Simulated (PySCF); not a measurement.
## Telling isomers of C7H6ClF3O apart by NMR

PySCF 2.14 calculation with GIAO PBE0/pcSseg-1 shieldings and geometry: GFN2-xTB; equivalent nuclei averaged, non-relativistic, no solvent, single conformer.

Referencing at the same level of theory: ¹H and ¹³C vs TMS. Splittings of carbon signals by F and P are missing where no couplings were computed. Where no couplings were computed, multiplicities follow the n + 1 count of equivalent neighbours, and m marks all less simple cases (inequivalent or close neighbours, rings, F or P nearby). Shifts are as computed. Against solution values, carbons near 30 ppm lie about +3 ppm off and those near 130 ppm about +5 ppm; carbons on Cl a further +6 ppm. Of 1211 compounds with measured shifts, 218 miss one by over three times the rms of a fit or turn the order of signals round; such compounds aren't used in these exercises. Carbons bonded to Cl come out too deshielded.

(1) Tabulate the signals of `C#C/C(Cl)=C(/CCF)OC(F)F`, `C=C[C@@]1(C(=O)Cl)C[C@@H]1C(F)(F)F`, `C=C[C@@]1(C(F)(F)F)C[C@@H]1C(=O)Cl` and their relative energies.

(2) What is the quickest way to tell C#C/C(Cl)=C(/CCF)OC(F)F from C=C[C@@]1(C(=O)Cl)C[C@@H]1C(F)(F)F?

(3) What is the quickest way to tell C#C/C(Cl)=C(/CCF)OC(F)F from C=C[C@@]1(C(F)(F)F)C[C@@H]1C(=O)Cl?

(4) What is the quickest way to tell C=C[C@@]1(C(=O)Cl)C[C@@H]1C(F)(F)F from C=C[C@@]1(C(F)(F)F)C[C@@H]1C(=O)Cl?

Answers

(1) 
| SMILES | carbon types | δC | δH | E rel. (kcal/mol) |
| --- | --- | --- | --- | --- |
| C#C/C(Cl)=C(/CCF)OC(F)F | 3×C 2×CH 2×CH2 | 167.7, 124.2, 115.3, 99.6, 85.1, 80.0, 36.2 | 6.88 (m, 1H), 5.03 (m, 2H), 3.43 (s, 1H), 3.08 (m, 2H) | 46.2 |
| C=C[C@@]1(C(=O)Cl)C[C@@H]1C(F)(F)F | 3×C 2×CH 2×CH2 | 182.8, 144.9, 133.4, 128.9, 42.1, 37.1, 25.0 | 6.52 (m, 1H), 5.80 (m, 1H), 5.75 (m, 1H), 2.54 (m, 1H), 2.26 (m, 1H), 1.19 (m, 1H) | 1.6 |
| C=C[C@@]1(C(F)(F)F)C[C@@H]1C(=O)Cl | 3×C 2×CH 2×CH2 | 179.4, 141.5, 133.4, 126.4, 45.6, 39.9, 19.2 | 6.70 (m, 1H), 5.71 (m, 1H), 5.56 (m, 1H), 2.24 (m, 1H), 2.17 (m, 1H), 1.71 (m, 1H) | 0.0 |

Energies are electronic energies at PBE0/pcSseg-1 on these geometries, without zero-point or thermal terms, each for the one conformer computed, which needn't be the lowest.

(2) Both give the same number of carbon signals, with the same numbers of each carbon type, so the positions decide. The first has a terminal alkyne carbon (CH) at 99.6 ppm, the second a three-membered-ring carbon (CH) at 37.1 ppm. Their most deshielded carbons lie at 167.7 and 182.8 ppm.

(3) Both give the same number of carbon signals, with the same numbers of each carbon type, so the positions decide. The first has a terminal alkyne carbon (CH) at 99.6 ppm, the second a three-membered-ring carbon (CH) at 39.9 ppm. Their most deshielded carbons lie at 167.7 and 179.4 ppm.

(4) Both give the same number of carbon signals, with the same numbers of each carbon type, so the positions decide. The first has a three-membered-ring carbon (CH2) at 25.0 ppm, the second a three-membered-ring carbon (CH2) at 19.2 ppm. Their most deshielded carbons lie at 182.8 and 179.4 ppm.
